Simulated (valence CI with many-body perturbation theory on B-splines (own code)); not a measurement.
**E1 line list for Ni¹³⁺**

Level of theory: valence CI with perturbative core correlation (CI+MBPT): five valence electrons over a frozen Dirac-Fock core [Ne], a basis of 11 s, 11 p, 10 d, 8 f, 5 g, 2 h functions for each j, with the one-electron correlation potential Σ1, the two-electron term Σ2, the three-electron term Σ3, Breit, model QED; selected CI, second order for the rest, scaled by the run's own slope (own B-spline code, finite nucleus).

No measured levels were compared; by estimate levels of excited configurations hold to 0.05 to 0.15 % of their energy, terms of the ground configuration to about 0.5 %. Among the levels kept, up to 3200 cm⁻¹ of a level comes from second order outside the variational space, and about a tenth of that is noise between levels of different J, which matters for small intervals.

Lines 51 to 100 of 570 in falling wavelength, among levels below 1225600 cm⁻¹, chosen from the strongest by gf and those to the six lowest levels. Wavelengths and rates use the calculated energies, so an error of 200 cm⁻¹ moves a line at 26.87 nm by 0.054 % and its rate by three times that or more. Electric multipoles are in the length gauge, E1 and E2 with the static RPA response of the core. Weak lines are less certain than strong ones. Lines between different terms over intervals too small for the method are left out, as are lines whose strength nearly cancels. Where a level lies close to another of its J and parity, the split of strength between their lines is uncertain. The highest levels of a list are the least certain.

Names give the largest LS component (configuration and term), which can be under half, so a name can repeat, a term be missing and a line seem to break the LS rules; names also repeat where a configuration has a term twice. Letters in brackets count levels of one name in rising energy.

```tsv
λ vac (nm)	Upper	Lower	A (s⁻¹)	log gf	Branch %
26.87	3p⁴3d ⁴D_7/2	3s3p³3d ⁴F°_9/2 [a]	8.23e+09	-0.15	48.0
26.70	3s3p³3d ²F°_7/2 [a]	3s²3p²3d ⁴D_7/2	1.09e+09	-1.03	11.3
26.69	3s3p³3d ⁴F°_7/2 [b]	3s²3p²3d ⁴D_5/2	1.35e+09	-0.94	8.3
26.64	3s3p³3d ⁴F°_5/2 [b]	3s²3p²3d ⁴D_5/2	1.62e+09	-0.99	11.9
26.58	3p⁴3d ⁴D_5/2	3s3p³3d ⁴F°_7/2 [a]	8.30e+09	-0.28	50.9
26.57	3p⁴3d ²P_1/2	3s3p³3d ²S°_1/2 [a]	4.14e+09	-1.06	27.3
26.56	3s3p³3d ²F°_5/2 [c]	3s²3p²3d ²F_5/2 [b]	1.60e+09	-0.99	2.1
26.53	3s3p³3d ²G°_7/2 [b]	3s²3p²3d ²G_7/2	5.53e+09	-0.33	19.4
26.41	3p⁴3d ⁴F_7/2	3s3p³3d ⁴G°_9/2	4.52e+09	-0.42	27.6
26.36	3s3p³3d ⁴D°_3/2 [d]	3s²3p²3d ²D_3/2 [a]	2.72e+09	-0.95	3.3
26.36	3s3p⁴ ²S_1/2 [b]	3s²3p³ ²P°_3/2	8.71e+09	-0.74	85.8
26.30	3s3p³3d ²D°_5/2 [c]	3s²3p²3d ²D_5/2 [a]	2.04e+09	-0.90	2.9
26.25	3p⁴3d ⁴F_7/2	3s3p³3d ⁴G°_7/2	1.25e+09	-0.99	7.6
26.23	3s3p³3d ²D°_3/2 [a]	3s²3p²3d ²F_5/2 [a]	4.00e+09	-0.78	36.1
26.20	3p⁴3d ⁴D_3/2	3s3p³3d ⁴F°_5/2 [a]	8.81e+09	-0.44	54.4
26.19	3s3p³3d ⁴D°_7/2 [b]	3s²3p²3d ⁴F_9/2	1.33e+09	-0.96	13.7
26.19	3s3p³3d ⁴F°_9/2 [b]	3s²3p²3d ²F_7/2 [a]	3.02e+09	-0.51	30.7
26.18	3s3p³3d ⁴F°_5/2 [b]	3s²3p²3d ⁴D_3/2	5.19e+09	-0.50	38.1
26.14	3s3p³3d ²G°_9/2 [b]	3s²3p²3d ²G_9/2	1.24e+10	0.10	50.4
26.11	3s3p³3d ⁴F°_7/2 [b]	3s²3p²3d ²F_7/2 [a]	3.06e+09	-0.60	18.8
26.07	3s3p³3d ⁴F°_9/2 [b]	3s²3p²3d ⁴F_9/2	3.33e+09	-0.47	33.8
26.07	3s3p³3d ⁴F°_3/2 [b]	3s²3p²3d ⁴D_3/2	2.99e+09	-0.91	23.5
25.98	3s3p³3d ⁴F°_3/2 [b]	3s²3p²3d ⁴D_1/2	5.92e+09	-0.62	46.5
25.95	3p⁴3d ²P_3/2	3s3p³3d ²S°_1/2 [a]	3.30e+09	-0.87	23.1
25.95	3s3p³3d ⁴D°_3/2 [d]	3s²3p²3d ⁴P_1/2	3.10e+09	-0.90	3.8
25.93	3s3p³3d ²D°_3/2 [d]	3s²3p²3d ²D_3/2 [b]	4.50e+09	-0.74	6.1
25.84	3s3p³3d ⁴P°_3/2 [a]	3s²3p²3d ⁴F_5/2	2.60e+09	-0.98	18.8
25.80	3p⁴3d ⁴F_5/2	3s3p³3d ⁴G°_7/2	5.49e+09	-0.48	31.3
25.79	3s3p³3d ²G°_9/2 [b]	3s²3p²3d ²G_7/2	9.85e+08	-1.01	4.0
25.79	3p⁴3d ⁴D_1/2	3s3p³3d ⁴F°_3/2 [a]	1.14e+10	-0.64	68.1
25.77	3s3p³3d ⁴D°_5/2 [b]	3s²3p²3d ⁴F_7/2	1.72e+09	-0.99	17.3
25.68	3s3p³3d ²D°_5/2 [d]	3s²3p²3d ²D_5/2 [b]	3.18e+09	-0.72	4.4
25.64	3s3p³3d ²P°_3/2 [d]	3s²3p²3d ²D_5/2 [c]	2.96e+09	-0.93	2.5
25.62	3s3p³3d ⁴F°_5/2 [b]	3s²3p²3d ²F_5/2 [a]	2.03e+09	-0.92	14.9
25.59	3s3p³3d ⁴D°_3/2 [d]	3s²3p²3d ⁴P_3/2	3.38e+09	-0.88	4.1
25.59	3s3p⁴ ²S_1/2 [b]	3s²3p³ ²P°_1/2	9.11e+08	-1.75	9.0
25.57	3s3p³3d ²D°_5/2 [a]	3s²3p²3d ⁴D_7/2	1.82e+09	-0.97	4.4
25.57	3s3p³3d ²P°_1/2 [c]	3s²3p²3d ²D_3/2 [c]	7.44e+09	-0.84	6.6
25.57	3s3p³3d ⁴D°_5/2 [d]	3s²3p²3d ⁴P_3/2	6.63e+09	-0.41	7.8
25.55	3s3p³3d ²F°_7/2 [b]	3s²3p²3d ²G_7/2	6.41e+09	-0.30	28.4
25.51	3s3p³3d ⁴D°_7/2 [b]	3s²3p²3d ⁴F_7/2	1.17e+09	-1.04	12.0
25.50	3s3p⁴ ²D_3/2	3s²3p³ ⁴S°_3/2	2.33e+07	-3.04	0.5
25.50	3s3p³3d ²D°_5/2 [b]	3s²3p²3d ²D_3/2 [a]	1.56e+09	-1.04	2.3
25.46	3s3p³3d ⁴D°_1/2 [d]	3s²3p²3d ²P_1/2 [a]	6.03e+09	-0.93	7.1
25.37	3s²3p²3d ²P_3/2 [a]	3s²3p³ ²D°_5/2	9.27e+09	-0.45	81.2
25.37	3s²3p²3d ⁴F_5/2	3s²3p³ ²P°_3/2	1.60e+07	-3.03	6.2
25.35	3p⁴3d ⁴D_7/2	3s3p³3d ⁴D°_7/2 [a]	5.56e+09	-0.37	32.4
25.34	3p⁴3d ⁴D_5/2	3s3p³3d ⁴D°_5/2 [a]	4.00e+09	-0.64	24.5
25.34	3p⁴3d ⁴D_3/2	3s3p³3d ⁴D°_3/2 [a]	3.05e+09	-0.93	18.9
25.33	3s3p³3d ⁴P°_5/2 [c]	3s²3p²3d ²F_7/2 [a]	1.64e+09	-1.02	3.5
```

Question: How does gf follow from A for the line at 26.20 nm?

Answer: gf = 1.4992 × (2J+1)_upper × A / σ², with σ = 381691 cm⁻¹ and 2J+1 = 4: gf = 0.363.
